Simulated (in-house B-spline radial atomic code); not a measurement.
Checks on a self-consistent run for Cd VII (Cd6+), [Kr] 4d6. Method: Dirac-Hartree-Fock, average of configuration, Fermi nucleus of rms radius 4.6087 fm. Calculated with a radial B-spline atomic code at the basis-set limit.

```json
{"orbital": "1s1/2", "q": "2", "ε (Eh)": "-990.99512", "<1/r>": "50.6419", "<r²>": "0.00124921", "small-component weight": "0.030978"}
{"orbital": "2s1/2", "q": "2", "ε (Eh)": "-153.46260", "<1/r>": "11.7169", "<r²>": "0.0203138", "small-component weight": "0.0065362"}
{"orbital": "2p1/2", "q": "2", "ε (Eh)": "-142.68047", "<1/r>": "11.6601", "<r²>": "0.0152273", "small-component weight": "0.0065158"}
{"orbital": "2p3/2", "q": "4", "ε (Eh)": "-135.57412", "<1/r>": "10.9304", "<r²>": "0.0165347", "small-component weight": "0.0062454"}
{"orbital": "3s1/2", "q": "2", "ε (Eh)": "-32.93334", "<1/r>": "4.13026", "<r²>": "0.144876", "small-component weight": "0.0018721"}
{"orbital": "3p1/2", "q": "2", "ε (Eh)": "-28.56916", "<1/r>": "4.02793", "<r²>": "0.140518", "small-component weight": "0.0018083"}
{"orbital": "3p3/2", "q": "4", "ε (Eh)": "-27.25831", "<1/r>": "3.85365", "<r²>": "0.148964", "small-component weight": "0.0017385"}
{"orbital": "3d3/2", "q": "4", "ε (Eh)": "-19.60949", "<1/r>": "3.67703", "<r²>": "0.130576", "small-component weight": "0.0016077"}
{"orbital": "3d5/2", "q": "6", "ε (Eh)": "-19.34705", "<1/r>": "3.6315", "<r²>": "0.133145", "small-component weight": "0.0015864"}
{"orbital": "4s1/2", "q": "2", "ε (Eh)": "-8.13793", "<1/r>": "1.59409", "<r²>": "0.839472", "small-component weight": "0.00048062"}
{"orbital": "4p1/2", "q": "2", "ε (Eh)": "-6.59475", "<1/r>": "1.49048", "<r²>": "0.938736", "small-component weight": "0.00043247"}
{"orbital": "4p3/2", "q": "4", "ε (Eh)": "-6.35425", "<1/r>": "1.44144", "<r²>": "0.987875", "small-component weight": "0.00041548"}
{"orbital": "4d3/2", "q": "2.4", "ε (Eh)": "-4.01832", "<1/r>": "1.21867", "<r²>": "1.33172", "small-component weight": "0.00031324"}
{"orbital": "4d5/2", "q": "3.6", "ε (Eh)": "-3.98346", "<1/r>": "1.20603", "<r²>": "1.35478", "small-component weight": "0.00030846"}
```

Electron-electron repulsion V_ee = 1961.4241 hartree.

Question: What total energy follows from the eigenvalues?

Answer: The eigenvalues count the repulsion twice, so E = Σqε - V_ee = -3621.998 - 1961.424 = -5583.422 hartree; the run printed -5583.422.

Question: Does the Dirac virial theorem hold?

Answer: For a point nucleus E = -2c²Σq·w, with w the small-component weight. Here Σq·w = 0.14866 and c = 137.0360, so the ratio E/(-2c²Σq·w) is 1.000042; the finite nucleus accounts for the departure from 1.

Question: What diamagnetic shielding (Lamb formula) and susceptibility (Langevin formula) do the radii give?

Answer: σ = (α²/3)Σq<1/r> = 279.189/(3·137.036²) = 4955.7 ppm, and χ = -0.79199×10⁻⁶·Σq<r²> = -14.42×10⁻⁶ cm³/mol with Σq<r²> = 18.209 bohr². Both are non-relativistic formulas without the paramagnetism of open shells.
